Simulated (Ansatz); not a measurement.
Consider the ligand exchange at the Sb–O bond: `[OH][SbH][SiH3]` + NH₃ → `[NH2][SbH][SiH3]` + H₂O.

Computed with Ansatz on PBE0-D4/def2-TZVP structures; ΔE is electronic, products minus reactants. CCSD(T)/CBS adds triple-zeta CCSD(T) − MP2 to the extrapolated MP2 energy (def2 sets, frozen cores). This one scheme is used for every species. DFT in def2-TZVPP. B3LYP here is the variant with VWN-RPA as its local correlation; programs differ in this. def2 core potentials past Kr. For Sb outer-core shells are correlated without core-valence functions, which leaves a few kJ/mol of doubt a bond. One conformer a species, not always the lowest.

```tsv
level	ΔE (kJ/mol)
B97M-V	25.4
ωB97X-V	20.4
PBE	20.0
BLYP	26.8
B3LYP	23.9
LC-ωPBE	19.2
HF/def2-TZVPP	21.9
CCSD/def2-TZVPP	14.9
```

(1) What does CCSD(T)/CBS give? (Best estimate.)

Largest T1 diagnostic among the species: 0.014.

Results:

(1) Ansatz gave: +16.3 kJ/mol. The listed levels differ from it by 9.1, 4.1, 3.7, 10.5, 7.6, 2.9, 5.6, -1.4 kJ/mol.

From BLYP to BHLYP (50 % exact exchange), in def2-TZVPP and without D4, ΔE moves by −4.8 kJ/mol. Leaving LDA and LC-ωPBE aside and taking each functional with its dispersion term where it has one, the values, not all of them listed here, spread over 11.4 kJ/mol, from PBE-QIDH to B97M-V. LDA lies −5.0 kJ/mol from PBE without D4. The D4 term adds −3.3 kJ/mol with B3LYP and −1.8 kJ/mol with PBE0; it sums over pairs of atoms, weighted by their polarisabilities, and B3LYP, whose exchange is more repulsive, gets the larger term.
